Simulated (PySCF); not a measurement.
SMILES C(C)[SiH2][SiH2]C#C, GFN2-xTB optimised geometry. Atoms within 1.6 Å of the plane z = 1.5 Å (x, y, z in Å): C1 (1.94, -1.79, 0.01), C2 (0.74, -1.83, 0.00), Si3 (-1.12, -1.83, 0.00), Si4 (-1.94, 0.34, 0.00), C5 (-0.56, 1.60, 0.37), C6 (0.09, 1.38, 1.73), H7 (2.99, -1.76, 0.01), H9 (-1.50, -2.62, 1.18), H10 (-2.99, 0.52, 1.01), H12 (-0.97, 2.62, 0.33), H14 (-0.64, 1.45, 2.53), H15 (0.86, 2.13, 1.92), H16 (0.56, 0.40, 1.77).

Level of theory: CAM-B3LYP/def2-TZVP in PySCF. Cells within 0.4 Å of a nucleus heavier than hydrogen are left out (blank, or x).

Map of the HOMO−1 amplitude (bohr^(-3/2)) on the plane z = 1.5 Å; orbital energy -9.54 eV, overall sign arbitrary:

```
|555555555555555566555555555|
|555555555555556666665555555|
|555555555555566666666555555|
|555555555555566666666655555|
|555555555555666666666665555|
|555555555555666666666665555|
|555566555555666666666665555|
|556666666556666666666665555|
|566666666666666666666665555|
|5666666666655x6666666666555|
|6666666666655x3555666666655|
|666666666665533455666666665|
|666666666665544455666666666|
|666666666665555566666666666|
|566666665556666666666666666|
|555555555555667777777666666|
|555555555555677888887666666|
|555555544445678999987766666|
|555555543234678999988766666|
|555555432013578899987766666|
|555555431013567888877666666|
|555555543234566777776666666|
|555555544444566666666666666|
|555555555555556666666666666|
|555555555555556666666666665|
|555555555555556666666666665|
|555555555555555666666666555|
```
Scale: ten equal steps from -0.077 (start of '0') to 0.052 (end of '9'), in the order '0123456789'; x runs from -5.00 to 5.00, y from -5.00 (bottom) to 5.00 (top).
